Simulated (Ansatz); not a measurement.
Ansatz results at the PBE0-D4/def2-TZVP geometry: LUMO energy (PBE0/def2-TZVPP) -0.03 eV; HOMO–LUMO gap (B3LYP/def2-TZVPP) 6.94 eV; size of the dipole moment (B3LYP/def2-TZVPP) 3.02 D.

Each molecule was computed in one conformer, which needn't be the lowest.

Task: Which molecule gave them?
A. `[Cl][In@H-]1[Cl+][In@@H-]([Cl])[Cl+]1`
B. `C[N+]1(C)[Al@H-]([Cl])[N+](C)(C)[Al@@H-]1[Cl]`
C. `[BH2-]1[F+][BH2-][F+]1`
D. `C[CH2][Al@-]1([Cl])[NH2+][Al@-]([Cl])([CH2]C)[NH2+]1`

Result: D. The others give `[BH2-]1[F+][BH2-][F+]1`: -0.08, 8.61, 0.00; `[Cl][In@H-]1[Cl+][In@@H-]([Cl])[Cl+]1`: -1.67, 6.55, 3.75; `C[N+]1(C)[Al@H-]([Cl])[N+](C)(C)[Al@@H-]1[Cl]`: 0.10, 7.64, 0.85.

B3LYP here is the variant with VWN-RPA as its local correlation; programs differ in this.
